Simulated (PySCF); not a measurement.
C2H6ClSn, charge +1. Atoms are numbered in the order given.

```xyz
10

Sn    -0.2211     0.1007    -0.1530
C     -1.7685    -1.3653    -0.3591
H     -1.3400    -2.2019    -0.9319
H     -2.6289    -0.9219    -0.8772
H     -2.0300    -1.7000     0.6558
C      0.1182     2.1090    -0.8151
H      0.7440     2.0423    -1.7191
H      0.6612     2.6297    -0.0139
H     -0.8455     2.5849    -1.0408
Cl     1.5526    -0.7018     1.0953
```
Charge +1, spin multiplicity 1.

Coordinates come from a B3LYP-D3(BJ)/def2-SVP optimisation. The spin state was assumed, not searched. The isomer is the one that the SMILES or the coordinates give; other isomers of the formula were not compared. The def2 effective core potentials stand for the cores of Sn; spin–orbit coupling is left out.

Computed with B3LYP-D3(BJ)/def2-SVP in PySCF.

Frequencies are harmonic and unscaled.

A small imaginary wavenumber (i) marks a very flat motion, where grid noise or a shallow saddle decides the sign.

Computed normal modes with their intensities:
```tsv
mode	ν (cm⁻¹)	IR (km/mol)	Raman (Å⁴/amu)	depolarisation	moving atoms (share of kinetic energy)
1	26i	0.3	0.0	–	H 99 %
2	12i	0.4	0.1	0.75	H 98 %
3	118	0.0	0.0	–	C 41 %, Sn 28 %, H 23 %
4	119	0.2	4.8	0.74	C 58 %, H 29 %, Sn 10 %
5	125	4.9	6.8	0.75	Cl 36 %, C 34 %, H 16 %, Sn 14 %
6	400	31.7	26.7	0.11	Cl 75 %, Sn 17 %
7	480	5.6	66.7	0.23	C 75 %, H 14 %
8	535	2.0	8.0	0.75	C 68 %, Sn 18 %, H 14 %
9	717	0.1	0.5	0.69	H 88 %, C 12 %
10	779	13.4	0.8	0.74	H 86 %, C 14 %
11	804	29.6	0.1	0.44	H 83 %, C 15 %
12	828	58.4	0.8	0.74	H 83 %, C 16 %
13	1204	10.2	1.6	0.75	H 85 %, C 15 %
14	1221	0.8	24.8	0.16	H 86 %, C 14 %
15	1402	4.1	6.6	0.75	H 95 %
16	1403	1.0	3.5	0.74	H 95 %
17	1407	12.6	10.5	0.75	H 95 %
18	1410	16.8	6.9	0.74	H 95 %
19	3044	24.7	20.2	0.13	H 98 %
20	3046	5.3	309.5	0.01	H 98 %
21	3163	0.1	159.4	0.75	H 90 %, C 10 %
22	3165	28.8	20.8	0.70	H 90 %, C 10 %
23	3190	9.0	69.4	0.74	H 90 %, C 10 %
24	3191	19.6	108.9	0.75	H 90 %, C 10 %
```
